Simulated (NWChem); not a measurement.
# SeCl₂; SMILES Cl[Se]Cl

Program: NWChem. Pople sets run with spherical d functions. This build's default masses of Se (78.918 u) and Br (79.917 u) are each other's, which moves their modes by up to 0.6 %. Each level has its own optimisation; frequencies are unscaled.

```csv
level,r Cl–Se (Å),highest harmonic frequency (cm⁻¹),lowest (cm⁻¹),zero-point energy (kcal/mol),dipole (D)
PBE/def2-SVP,2.197,398,143,1.3,1.08
B3LYP/3-21G,2.338,362,118,1.2,2.21
Hartree-Fock/6-31G*,2.155,456,180,1.5,1.55
B3LYP/6-31G*,2.195,409,152,1.4,1.32
```
